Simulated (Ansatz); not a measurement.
Cost and result for the atomization energy of `CCCBS` (14 atoms, 13 bonds).

```
atom   x (Å)   y (Å)   z (Å)
  C1   1.150  -0.534  -1.030
  C2  -0.299  -0.081  -0.942
  C3  -0.943  -0.416   0.397
  B4  -0.538   0.376   1.681
  S5   0.396   1.889   1.763
  H6   1.596  -0.266  -1.990
  H7   1.222  -1.619  -0.922
  H8   1.760  -0.087  -0.241
  H9  -0.366   0.997  -1.130
 H10  -0.869  -0.552  -1.750
 H11  -2.035  -0.283   0.339
 H12  -0.829  -1.488   0.612
 H13  -0.906   0.006   2.758
 H14   0.662   2.059   0.455
```

Total charge 0; spin multiplicity 1. The structure was optimised at the PBE0-D4/def2-TZVP level. It is one conformer, not always the lowest. Program: Ansatz. All runs use 4 threads of an Arm Neoverse V1 on a shared host. Times are those of one run each, without the atoms' runs, and a repeat can differ threefold. Electronic energies, without spin–orbit coupling; frozen cores. CCSD(T)/CBS adds CCSD(T) − MP2 in def2-TZVPP to the MP2 limit, and its time is that of the two runs behind it. T1 = 0.012. B3LYP takes the VWN-RPA correlation (the form of Gaussian; ORCA's B3LYP/G).

CCSD(T)/CBS is a level of theory with its own doubt, some kJ/mol a heavy atom from the limit and from the frozen cores, so smaller differences don't rank the functionals.

```
                             level  functions  wall time  atomization (kcal/mol)  difference from CCSD(T)/CBS  per bond
   PBE-D4/def2-TZVPP (with forces)        292      3.2 s                  1291.6                         24.1       1.9
                PBE0-D4/def2-TZVPP        292      3.6 s                  1279.3                         11.8       0.9
r2SCAN-D4/def2-TZVPP (with forces)        292        6 s                  1276.5                          9.0       0.7
 B3LYP-D4/def2-TZVPP (with forces)        292        6 s                  1271.9                          4.4       0.3
                 B2PLYP/def2-TZVPP        292        7 s                  1257.7                         -9.8      -0.8
                ωB97X-V/def2-TZVPP        292      9.5 s                  1272.9                          5.4       0.4
  ωB97M-V/def2-TZVPP (with forces)        292       14 s                  1275.7                          8.2       0.6
                    MP2/def2-QZVPP        568       34 s                  1268.2                          0.7       0.1
                CCSD(T)/def2-TZVPP        292      4 min                  1241.2                        -26.3      -2.0
                 CCSD(T)/CBS(def2)          –    4.6 min                  1267.5                          0.0       0.0
```

From PBE to PBE0 (25 % exact exchange), in def2-TZVPP and without D4, the atomization energy moves by −11.3 kcal/mol: exact exchange takes away binding that semilocal exchange gives to molecules. The D4 term adds +10.9 kcal/mol with B3LYP and +5.8 kcal/mol with PBE0; it sums over pairs of atoms, weighted by their polarisabilities, and B3LYP, whose exchange is more repulsive, gets the larger term. In def2-TZVPP, CCSD(T) changes the Hartree–Fock value by +272.9 kcal/mol (the triples alone add +15.1 kcal/mol) and MP2 by +284.5 kcal/mol; breaking electron pairs costs correlation energy, which Hartree–Fock lacks.
